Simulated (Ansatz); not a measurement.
Relaxed structures of CH5GeN, closed shell (PBE0-D4/def2-TZVP; forces vanish, vibrations not checked; lower isomers may exist, and structures with a doubtful reference or unclear bonds are left out; Å). Program: Ansatz 0.2.0. Basis: def2-TZVPP. Cores are frozen in the correlated methods. Filled d shells of the heavier atoms are correlated. The def2 sets are not built for correlating such inner shells, so the correlated values are less sure here.

(1) Rank them by CCSD(T) energy, lowest first, and give each one's height above the lowest. Links in brackets join atoms within 1.22 times the sum of their covalent radii (1.1 for two metals). (To be estimated.)
A.
CH₅GeN ([CH2][NH][GeH2])
```
8
angstrom
C -0.1688 1.0577 -0.9337
N -0.1792 -0.2076 -0.8105
Ge 0.0881 -1.3887 0.8238
H 0.2255 1.6569 -0.1182
H -0.5476 1.5538 -1.8243
H -0.5542 -0.7061 -1.6131
H 1.0576 -0.2957 1.4513
H 1.2207 -2.1731 0.0336
```
B.
a complex of CH₃GeN ([CH][N][GeH2]) + H₂
```
8
angstrom
C -0.4063 1.3178 -1.6350
N -0.2489 0.6704 -0.7056
Ge -0.1854 -0.2422 1.1883
H -0.5550 1.9248 -2.5020
H 0.7320 -2.3931 2.8283
H 0.3423 -1.9939 3.3286
H 1.3776 -0.4004 0.9582
H -0.5247 -1.6023 0.4428
```
C.
CH₅GeN ([NH2][C][GeH3])
```
8
angstrom
C 0.2223 0.0478 -1.0781
N -0.4955 1.1209 -0.9516
Ge 0.4334 -0.9065 0.6300
H -0.9235 1.4722 -0.0894
H -0.6794 1.7049 -1.7620
H -0.3030 -0.1824 1.7982
H 1.9292 -1.0030 0.9671
H -0.1370 -2.3255 0.4841
```
D.
CH₅GeN ([CH2][N][GeH3])
```
8
angstrom
C -0.4930 1.1093 -0.9298
N 0.1878 0.0517 -0.9439
Ge 0.4273 -0.9005 0.6392
H -0.9772 1.5390 -0.0373
H -0.6374 1.6738 -1.8590
H -0.3004 -0.1895 1.8035
H 1.9363 -0.9759 0.9070
H -0.1434 -2.3079 0.4204
```

The T1 diagnostic stays at or below 0.017.

Results:

(1) By the calculation: D (0.000 eV), A (0.630 eV), C (1.675 eV), B (1.824 eV). Heights count from the lowest.

For scale, one of the runs: CCSD(T)/def2-TZVPP, 180 basis functions, launched by `ansatz run in.yaml --threads 2 --pin off --events-out ev --progress --plain --max-ram 4352MiB`. The run took 66 s on 2 CPU threads of an Arm Neoverse V2 (shared host), with 1.8 GiB of host memory at its peak.
